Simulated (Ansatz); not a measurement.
ClH₇OSi₃, SMILES [SiH2](Cl)[SiH2]O[SiH3].

The structure is a stationary point at B3LYP-D3(BJ)/def2-SVP. This is a generated structure with no PubChem entry under its InChIKey; it may be hypothetical. Other conformers were not sampled.

Two levels are set side by side: PBE/def2-TZVPD (Ansatz, a first-principles code) and PBE0/def2-TZVPD (Ansatz). Energy differences of separate SCF runs at the same geometry; the states with an electron removed or added have multiplicity 2 and 2. Differences are taken from unrounded values.

```
quantity                           PBE0   PBE  PBE minus PBE0
---------------------------------  ----  ----  --------------
vertical ionisation energy (eV)    9.75  9.34           -0.42
vertical singlet–triplet gap (eV)  4.82  4.39           -0.43
```
